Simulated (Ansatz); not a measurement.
Ga3Sb3H6Cl6⁻ (relaxed from a model of (Cl2Ga-mu-SbH2)3, whose bonding it doesn't keep). Total charge -1; doublet. Geometry r2SCAN-D4/def2-SVP, that of the neutral singlet; atoms count from 1.

| atom | x (Å) | y (Å) | z (Å) |
| --- | --- | --- | --- |
| Ga1 | 2.289 | 0.328 | 0.549 |
| Cl2 | 2.132 | -1.715 | 1.256 |
| Cl3 | 3.809 | 1.556 | 1.455 |
| Sb4 | 1.485 | 0.734 | -1.907 |
| Ga5 | -1.266 | 0.408 | -2.171 |
| Cl6 | -1.684 | 2.125 | -0.866 |
| Cl7 | -1.674 | 0.731 | -4.280 |
| Sb8 | -1.756 | -1.956 | -1.098 |
| Ga9 | -1.594 | -1.026 | 2.108 |
| Cl10 | -1.262 | -3.025 | 2.862 |
| Cl11 | -3.686 | -0.559 | 1.735 |
| Sb12 | -0.013 | 0.936 | 2.920 |
| H13 | 2.165 | 2.256 | -2.231 |
| H14 | 2.642 | -0.208 | -2.726 |
| H15 | -0.980 | -1.230 | 0.338 |
| H16 | -0.182 | -2.473 | -1.580 |
| H17 | -1.140 | 2.097 | 2.344 |
| H18 | 0.715 | 1.022 | 1.292 |

In the def2 sets Sb takes a core potential; there is no spin–orbit coupling.

Question: Estimate the Mulliken populations from the PBE/def2-SVP orbitals of Ansatz.

Answer: 
```json
{"atom": "Ga1", "charge (e)": "0.28", "spin (α − β)": "0.16"}
{"atom": "Cl2", "charge (e)": "-0.25", "spin (α − β)": "0.01"}
{"atom": "Cl3", "charge (e)": "-0.25", "spin (α − β)": "0.02"}
{"atom": "Sb4", "charge (e)": "0.06", "spin (α − β)": "0.05"}
{"atom": "Ga5", "charge (e)": "0.30", "spin (α − β)": "0.00"}
{"atom": "Cl6", "charge (e)": "-0.27", "spin (α − β)": "0.00"}
{"atom": "Cl7", "charge (e)": "-0.26", "spin (α − β)": "0.00"}
{"atom": "Sb8", "charge (e)": "0.04", "spin (α − β)": "0.21"}
{"atom": "Ga9", "charge (e)": "0.26", "spin (α − β)": "0.14"}
{"atom": "Cl10", "charge (e)": "-0.27", "spin (α − β)": "0.01"}
{"atom": "Cl11", "charge (e)": "-0.28", "spin (α − β)": "0.00"}
{"atom": "Sb12", "charge (e)": "-0.04", "spin (α − β)": "0.37"}
{"atom": "H13", "charge (e)": "-0.03", "spin (α − β)": "0.00"}
{"atom": "H14", "charge (e)": "-0.06", "spin (α − β)": "0.03"}
{"atom": "H15", "charge (e)": "-0.05", "spin (α − β)": "0.01"}
{"atom": "H16", "charge (e)": "-0.07", "spin (α − β)": "-0.01"}
{"atom": "H17", "charge (e)": "-0.06", "spin (α − β)": "-0.02"}
{"atom": "H18", "charge (e)": "-0.07", "spin (α − β)": "0.02"}
```
Mulliken values and Mayer orders depend strongly on the basis.

Question: Where does the spin sit?

Answer: Summed by element: Ga 0.31, Cl 0.04, Sb 0.62, H 0.04, of 1 unpaired in all. Largest on single atoms: Sb12 0.37, Sb8 0.21, Ga1 0.16.

Question: And the Mayer bond orders between bonded heavy atoms (over 0.3)?

Answer: Ga1–Cl2 1.03 (2.17 Å); Ga1–Cl3 1.09 (2.15 Å); Ga1–Sb4 0.73 (2.62 Å); Sb4–Ga5 0.49 (2.78 Å); Ga5–Cl6 0.97 (2.20 Å); Ga5–Cl7 1.07 (2.17 Å); Ga5–Sb8 0.90 (2.64 Å); Ga9–Cl10 1.07 (2.16 Å); Ga9–Cl11 1.01 (2.18 Å); Ga9–Sb12 0.95 (2.65 Å).
